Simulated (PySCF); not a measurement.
**Basis and Hamiltonian dependence of the excitation energy of Hg+**

Hg+ [Xe] 4f14 5d10 6s1 (2S) → Hg+ [Xe] 4f14 5d10 6p1 (2P). Calculated with PySCF 2.14 from differences of total energies of unrestricted determinants, without spin-orbit coupling. Values in eV.

| basis | Hamiltonian | functions | UHF | r2SCAN | PBE0 | MP2 (valence) | CCSD(T) (valence) | CCSD(T) (valence and next inner shell) |
| --- | --- | --- | --- | --- | --- | --- | --- | --- |
| aug-cc-pVDZ-PP with ECP60MDF | ECP | 54 | 6.551 | 7.160 | 7.062 | 7.219 | 7.063 | n/a |
| def2-TZVPPD with the def2 core potential (60 electrons) | ECP | 62 | 6.638 | 7.331 | 7.202 | 7.339 | 7.171 | 7.231 |
| aug-cc-pwCVDZ-PP with ECP60MDF | ECP | 70 | 6.598 | 7.267 | 7.145 | 7.304 | 7.132 | 7.189 |
| ANO-RCC-VTZP | spin-free X2C | 84 | 6.611 | 7.340 | 7.173 | 7.301 | 7.137 | 7.188 |
| aug-cc-pVTZ-PP with ECP60MDF | ECP | 88 | 6.572 | 7.253 | 7.128 | 7.264 | 7.081 | n/a |
| x2c-TZVPPall | spin-free X2C | 97 | 6.541 | 7.172 | 7.026 | 7.182 | 7.034 | 7.081 |
| x2c-TZVPPall with one added diffuse shell each of s, p, d, f type | spin-free X2C | 113 | 6.541 | n/a | n/a | 7.185 | 7.027 | n/a |
| aug-cc-pwCVTZ-PP with ECP60MDF | ECP | 122 | 6.587 | 7.272 | 7.143 | 7.286 | n/a | n/a |

Frozen in the all-electron rows: valence and next inner shell: [Kr] 4d10 4f14; valence: [Xe] 4f14; with a core potential, the same shells as far as they lie outside it.

Reference for a calculation without spin-orbit coupling: 7.137 eV (measured, between term centres; NIST).
